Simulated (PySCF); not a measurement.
VF3, SMILES [F][V]([F])[F] (connectivity only; charge and spin as stated), neutral, multiplicity 3. The structure is a stationary point at PBE-D3(BJ)/def2-SVP. The multiplicity is an assumed one; other spin states were not compared.

All values below come from PBE-D3(BJ)/def2-SVP (PySCF).

Harmonic wavenumbers (cm⁻¹): 102, 122, 197, 673, 699, 814. Rotational constants (GHz): 6.567, 5.333, 2.943; symmetry number 2.

### Question
Work out the zero-point energy and the ideal-gas rigid-rotor harmonic-oscillator thermochemistry at 298.15 K and 1 atm.

### Answer
ZPE = ½ Σ hcν = ½ × 2607 cm⁻¹ = 15.59 kJ/mol. H − E(el) = 31.55 kJ/mol. Entropy in J/(mol K): translation 167.13, rotation 101.13, vibration 39.73, spin 9.13, total 317.13. G − E(el) = -63.00 kJ/mol. Cp = 66.99 J/(mol K). Modes under 150 cm⁻¹ make the vibrational entropy uncertain.
